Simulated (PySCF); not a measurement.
Electronic absorption of C4H5F3NP

Compound: C₄H₅F₃NP.
SMILES: `CP(CC#N)C(F)(F)F`

Method used: TDDFT CAM-B3LYP/def2-SVPD, vertical, gas phase, core orbitals frozen in the response (PySCF). Isolated species at its GFN2-xTB geometry (one conformer only). Torsions of this conformer, `[CH3:1][P:2]([CH2:3][C:4]#[N:5])[C:6]([F:7])([F:8])[F:9]`: C1–P2–C3–C4 30°, C1–P2–C6–F7 -46°.

Problem. What does the calculation give for the low-lying excited states?

Solution. 

```json
{"state": "S1", "E (eV)": "6.72", "λ (nm)": "184.6", "f": "0.095", "main configurations (H = HOMO, L = LUMO)": "H→L (88%)"}
{"state": "S2", "E (eV)": "7.10", "λ (nm)": "174.6", "f": "0.105", "main configurations (H = HOMO, L = LUMO)": "H→L+1 (88%)"}
{"state": "S3", "E (eV)": "7.57", "λ (nm)": "163.8", "f": "0.051", "main configurations (H = HOMO, L = LUMO)": "H→L+2 (44%), H-1→L (10%)"}
{"state": "S4", "E (eV)": "7.64", "λ (nm)": "162.3", "f": "0.051", "main configurations (H = HOMO, L = LUMO)": "H→L+2 (35%), H→L+3 (12%), H-2→L+1 (11%)"}
{"state": "S5", "E (eV)": "7.87", "λ (nm)": "157.6", "f": "0.0021", "main configurations (H = HOMO, L = LUMO)": "H→L+3 (19%), H-2→L (13%), H-2→L+1 (13%)"}
{"state": "S6", "E (eV)": "8.01", "λ (nm)": "154.8", "f": "0.011", "main configurations (H = HOMO, L = LUMO)": "H-2→L+3 (22%), H-2→L+1 (15%), H-1→L (15%)"}
{"state": "S7", "E (eV)": "8.33", "λ (nm)": "148.8", "f": "0.0058", "main configurations (H = HOMO, L = LUMO)": "H→L+3 (38%), H-1→L+3 (10%), H→L+4 (9%)"}
{"state": "S8", "E (eV)": "8.52", "λ (nm)": "145.5", "f": "0.033", "main configurations (H = HOMO, L = LUMO)": "H→L+4 (67%), H→L+3 (13%)"}
```

Triplets (Tamm–Dancoff): T1 5.30 eV, H→L (77%), H→L+4 (10%); T2 5.82 eV, H→L+1 (70%), H→L+2 (9%), H→L+6 (8%); T3 6.40 eV, H-1→L+1 (20%), H-1→L+3 (9%), H-2→L+5 (8%).

The lowest singlet comes at 185 nm (648 kJ/mol) in the vacuum ultraviolet; it is of moderate strength; its leading configuration is HOMO→LUMO (88%). The strongest level in the table is S2 at 7.10 eV (175 nm, f = 0.105). Löwdin shares by element: HOMO phosphorus 60%, carbon 24% or more (atoms not listed hold the other 16%); LUMO phosphorus 34%, carbon 30% or more (atoms not listed hold the other 36%). Orbital energies (eV): HOMO-3 -11.87, HOMO-2 -11.24, HOMO-1 -10.96, HOMO -9.52, LUMO 0.56, LUMO+1 0.85, LUMO+2 1.07. The listed states span 1.80 eV, and the widest gap between neighbours is 0.47 eV (S2 to S3). The oscillator strengths of these states sum to 0.354; summed over the whole spectrum of an exact calculation they would give the number of electrons, 78 (Thomas–Reiche–Kuhn). The window holds the lowest 8 singlets.

Hardware: an Arm Neoverse V1 with one thread, no GPU, on a shared host. Cost: 1.7 min of wall time.
